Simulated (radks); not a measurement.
The lithium anion Li-, [He] 2s2, held by a Watson sphere: a shell of charge +1 at radius R that stands for the Madelung well of a crystal (potential energy -1/R inside, -1/r outside, in hartree with lengths in bohr). Calculated with a radial shooting solver on a logarithmic mesh with Libxc functionals: non-relativistic Kohn-Sham, PBE, spin-unpolarised, spherical densities, point nucleus. Response by self-consistent Sternheimer equations with the Hartree and adiabatic LDA kernel. The sphere does not respond.

| R (bohr) | e(1s) (eV) | e(2s) (eV) | <r> 2s (bohr) | sum of <r^2> (bohr^2) | X-ray form factor at sin(theta)/lambda = 0.2 1/angstrom | alpha (bohr^3) |
|---|---|---|---|---|---|---|
| 1.67 | -55.291 | -4.710 | 3.115 | 23.92 | 1.779 | 77.92 |
| 2.07 | -53.101 | -4.560 | 3.231 | 25.54 | 1.750 | 85.76 |
| 2.41 | -52.045 | -4.405 | 3.348 | 27.23 | 1.728 | 94.89 |
| 2.48 | -51.886 | -4.371 | 3.373 | 27.60 | 1.725 | 97.03 |
| 2.56 | -51.722 | -4.332 | 3.402 | 28.04 | 1.721 | 99.58 |
| 2.99 | -51.100 | -4.110 | 3.562 | 30.56 | 1.706 | 115.2 |
| 3.47 | -50.718 | -3.860 | 3.741 | 33.58 | 1.699 | 135.9 |
| 3.6 | -50.648 | -3.794 | 3.788 | 34.42 | 1.699 | 142.1 |
| 3.67 | -50.614 | -3.758 | 3.814 | 34.87 | 1.699 | 145.5 |
